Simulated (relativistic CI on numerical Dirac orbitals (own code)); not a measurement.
Sensitivity of the levels of Os XXI to α and to the nuclear radius

Method of calculation: Dirac-Coulomb-Breit CI, separate exchange-only KLI orbitals for each configuration, derivatives by finite differences, unscaled Slater integrals, QED left out (own radial code, finite nucleus).

Configurations in the expansion (outside the closed core [Ar] 3d10 4p6 4d10): 4s²4f¹⁰, 4s²4f⁹5s, 4s²4f⁸5s², 4s4f¹¹, 4f¹². Levels of other configurations are missing.

With x = (α/α₀)² − 1 an excitation energy changes as ω = ω₀ + qx; K = 2q/ω₀ is the relative enhancement. Terms are leading LS components, so labels can repeat. The field-shift factor is F = δν/δ⟨r²⟩ for the transition from the lowest level.

Lowest level 4s²4f¹⁰ ⁵I8.

```csv
Level,ω₀ (cm⁻¹),q (cm⁻¹),F (GHz/fm²)
4s²4f¹⁰ ⁵I7,18948.2,20250,1.09
4s²4f¹⁰ ⁵I6,29221.3,23470,1.36
4s²4f¹⁰ ⁵I5,32688.8,6017,0.622
4s²4f¹⁰ ⁵I5,40710.3,24690,1.53
4s²4f¹⁰ ⁵S2,41723.6,-1776,0.37
4s²4f¹⁰ ⁵I4,42480.8,29320,1.75
4s²4f¹⁰ ³K8,46683.5,12500,1.06
4s²4f¹⁰ ⁵F4,48814.5,13430,1.17
4s²4f¹⁰ ⁵G6,54194.8,11980,1.2
4s²4f¹⁰ ⁵S2,54759.2,18880,1.44
4s²4f¹⁰ ⁵F3,56124.4,22290,1.61
4s²4f¹⁰ ⁵F1,59119.9,21000,1.56
4s²4f¹⁰ ⁵F5,60248.9,21750,1.62
```

At this charge energies of transitions that change n are usually good to better than 1 %, and those within a shell (Δn = 0) to a few per cent. Terms inside the open d or f shell come out 10 to 20 % too wide with unscaled integrals.

**Question.** Which transition from the lowest level has the largest |K|?

**Answer.** 4s²4f¹⁰ ⁵I7 at 18948.2 cm⁻¹, K = 2.14.
